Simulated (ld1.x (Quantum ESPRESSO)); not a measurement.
Sr (Z = 38): one change to a TM potential, before and after

```
Element                 : strontium
Generator               : ld1.x (Quantum ESPRESSO) 7.5
Type                    : norm-conserving Troullier–Martins (Kleinman–Bylander form)
Functional              : LDA (PZ)
Relativity              : fully relativistic
Frozen core             : [Ar] 3d10 4s2
Valence charge          : 8
Reference configuration : 4p6 4d0 5s0 5p0 (charge +2)
Partial waves           : 5s (bound, empty): rc 2.70 bohr; 4p (bound): rc 1.95 bohr; 4d (bound, empty): rc 2.20 bohr; 4f channel at 0.35 Ry: rc 3.00 bohr
Local potential         : all-electron potential smoothed inside 1.75 bohr (lloc = -1)
Core correction         : a·sin(br)/r model core, default radius (core density twice the valence density)
```

Open shells are filled in proportion to 2j + 1 (rel_dist='average').

All-electron outer shells of the reference configuration (LDA (PZ), scalar-relativistic, ld1.x):

```
shell  level (eV)  outermost node (bohr)  outermost maximum (bohr)
   4s      -54.86                   0.59                      1.19
   4p      -36.65                   0.61                      1.32
   5s      -13.56                   1.61                      3.12
   4d      -13.40                   0.65                      1.92
   5p       -9.67                   1.87                      3.76
```

Change: all radii but the core radius scaled by about 0.80 (s 2.16, p 1.56, d 1.76, f 2.40 bohr); local potential all-electron potential smoothed inside 1.40 bohr (lloc = -1).

Cutoffs: the cutoffs (Ry, on a coarse ladder) from which the occupation-weighted sum of valence levels, in a spherical-Bessel basis at the reference potential, stays within 10 and 1 mRy of its value at 400 Ry; they do not see the model core or the augmentation charge, which bear on the density cutoff. Errors are all-electron minus pseudo energies relative to the spin-unpolarised reference configuration.

Question: What does the change do?

Answer: The potential gets harder (30 Ry and 35 Ry → 40 Ry and 80 Ry); both files keep a bound ghost (s); of the 7 tests that both files solve, the error grows in 2 and shrinks in 3 by more than 15 % and 0.3 meV (median size 17.9 → 17.4 meV). A smaller radius makes the pseudo-wave follow the all-electron one further in, where it bends more sharply, so more plane waves are needed.

```csv
quantity,base,changed
"cutoff, loose",30 Ry,40 Ry
"cutoff, tight",35 Ry,80 Ry
bound ghosts,s,s
"error for 4p6 4d0 5s2 5p0, meV [ΔE -17.24 eV]",+31,-20
"error for 4p6 4d0 5s1 5p0, meV [ΔE -11.18 eV]",+8.4,-12
"error for 4p6 4d0 5s1.5 5p0, meV [ΔE -14.83 eV]",+19,-17
"error for 4p6 4d1 5s0 5p0, meV [ΔE -9.38 eV]",-10,-10.0
"error for 4p5 4d0 5s2 5p0, meV [ΔE 11.15 eV]",-226,-64
"error for 4p6 4d1 5s1 5p0, meV [ΔE -14.90 eV]",+18,-2.6
"error for 4p6 4d0 5s0 5p1, meV [ΔE -8.14 eV]",+15,+18
```

 A true bound ghost makes a file unfit for plane-wave use even where its test errors are small: the radial tests pick states by their node count and pass the ghost by.
